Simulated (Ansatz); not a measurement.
`[NH2][GeH2][S][GeH2][NH2]`, relaxed with RKS PBE0-D4/def2-TZVP in Ansatz from a GFN2-xTB geometry. The force threshold is 0.005 eV/Å; the program also tests the step.

Charge 0, multiplicity 1.

Start:

```xyz
13

N     0.697    0.604    1.690
Ge    1.520   -0.712    0.730
S     1.293   -0.212   -1.396
Ge   -0.928   -0.432   -1.558
N    -1.894    0.899   -0.812
H     0.708    0.482    2.694
H     1.001    1.547    1.486
H     3.010   -0.876    0.971
H     0.795   -1.973    1.135
H    -1.391   -1.701   -0.893
H    -1.226   -0.428   -3.030
H    -1.822    0.981    0.194
H    -1.762    1.820   -1.211
```

**Question.** How much energy does the relaxation release, and in how many steps? (An estimate is asked.)

**Answer.** Ansatz gave: 0.10 eV, in 14 steps.

**Question.** Which bonds change most? (An estimate is asked.)

**Answer.** Computed: Ge4–H11 from 1.502 to 1.534 Å; Ge4–H10 from 1.505 to 1.536 Å; Ge2–H9 from 1.510 to 1.538 Å; N1–Ge2 from 1.825 to 1.851 Å.

**Question.** Give the relaxed structure. (Estimate.)

**Answer.** Ansatz gave: 
```xyz
13

N     0.497    0.522    1.582
Ge    1.543   -0.709    0.677
S     1.281   -0.349   -1.485
Ge   -0.968   -0.425   -1.488
N    -1.784    1.030   -0.741
H     0.317    0.260    2.543
H     0.882    1.457    1.573
H     3.055   -0.584    0.950
H     1.003   -2.084    1.105
H    -1.382   -1.661   -0.674
H    -1.363   -0.514   -2.968
H    -1.428    1.176    0.199
H    -1.654    1.880   -1.273
```
